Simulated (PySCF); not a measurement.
C₃H₅BO₂.
InChI=1S/C3H5BO2/c1-2-3-4(5)6/h5-6H,1H3

Torsions of this conformer, `[CH3:1][C:2]#[C:3][B:4]([OH:5])[OH:6]`: H–O5–B4–C3 0°, H–O6–B4–C3 180°.

The closed-shell ground state was solved at several levels (PySCF, density fitting, gas phase, non-relativistic). Isolated species at its PBE0-D3(BJ)/def2-SVP geometry (one conformer only).

```
              level  basis functions  HOMO (eV)  LUMO (eV)  gap (eV)  dipole (D)
        B3LYP/pcJ-1              212      -7.40      -0.34      7.06        2.06
CAM-B3LYP/def2-SVPD              166      -9.08       0.64      9.72        2.03
      PBE0/pcSseg-1              127      -7.67      -0.16      7.51        2.06
```

Estimate the row for KT3/pcSseg-2, a basis of 286 functions; the other rows only guide the guess.

HOMO -6.47 eV, LUMO -1.13 eV, gap 5.34 eV, dipole 1.93 D.

Over all these levels, which gives the widest orbital gap and which the narrowest?

CAM-B3LYP/def2-SVPD (range-separated hybrid) has the widest, 9.72 eV, and KT3/pcSseg-2 (GGA) the narrowest, 5.34 eV. Functional and basis both differ between the two, so the spread mixes both effects.

How far do the dipole and the HOMO energy spread over the levels?

The dipole runs from 1.93 to 2.06 D (mean 2.02 D) and the HOMO from -9.08 to -6.47 eV.
